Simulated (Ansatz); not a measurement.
Molecule: trichloro(methyl)silane, CH$_{3}$Cl$_{3}$Si, charge 0, multiplicity 1. 
Geometry from a B3LYP-D3(BJ)/def2-TZVP (Ansatz, a quantum-chemistry and plane-wave program) optimisation:
SMILES: Cl[Si](C)(Cl)Cl
```xyz
8

C     -2.0627    -0.3957     0.0885
Si    -0.2519    -0.0483     0.0108
Cl     0.6454    -1.2184    -1.4133
Cl     0.0845     1.9175    -0.4631
Cl     0.6341    -0.4375     1.8180
H     -2.2311    -1.4433     0.3411
H     -2.5306     0.2313     0.8485
H     -2.5246    -0.1857    -0.8770
```

Basis-set convergence of Hartree-Fock and MP2 correlation energies (hartree) with Ansatz. Correlated levels leave the core frozen unless marked. Spin-orbit coupling is left out. No relativistic terms.

| basis | functions | E(HF) | E(corr, MP2) |
|---|---|---|---|
| aug-cc-pV(D+d)Z | 178 | -1707.26018 | -0.69622 |
| aug-cc-pV(T+d)Z | 335 | ___ | ___ |

Complete the blanks.


- aug-cc-pV(T+d)Z, E(HF): -1707.32772
- aug-cc-pV(T+d)Z, E(corr, MP2): -0.87656
